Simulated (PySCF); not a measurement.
# Distorted geometries of [Lu(H2O)]3+

[Lu(H2O)]3+ (singlet). PySCF 2.14.0, RKS B3LYP, Lu def2-SVP with ECP28, O def2-SVP, H def2-SVP; non-relativistic Hamiltonian with scalar-relativistic core potentials where named; density fitting; no spin-orbit coupling. Relaxed geometry:

```xyz
4

Lu    0.0000    0.0000   -0.0221
O     0.0000    0.0000    2.0576
H     0.7875    0.0000    2.6922
H    -0.7875    0.0000    2.6922
```

Task: Order these distorted geometries by energy above the relaxed one, lowest first.
A.
```xyz
4

Lu    0.1509   -0.0113   -0.0454
O    -0.2328    0.0047    2.0708
H     0.7872   -0.2103    2.6290
H    -0.7054    0.2170    2.7655
```
B.
```xyz
4

Lu   -0.0028   -0.0150   -0.0025
O    -0.0059   -0.0494    2.0251
H     0.7789    0.0362    2.7370
H    -0.7702    0.0282    2.6603
```
C.
```xyz
4

Lu   -0.1130   -0.0570   -0.0243
O     0.1838    0.0355    2.1041
H     0.8489    0.0680    2.7168
H    -0.9198   -0.0465    2.6232
```

Result: B (0.09 eV), C (1.13 eV), A (1.29 eV).

Task: Which forces (eV/Å) act in the one that lies 1.13 eV up?

Result: 
```
Lu   0.74  0.11  0.95
O   -9.14 -0.71 -4.63
H    4.00  0.23  4.25
H    4.40  0.38 -0.57
```
Forces carry noise of the integration grid, about 0.01 to 0.03 eV/Å.
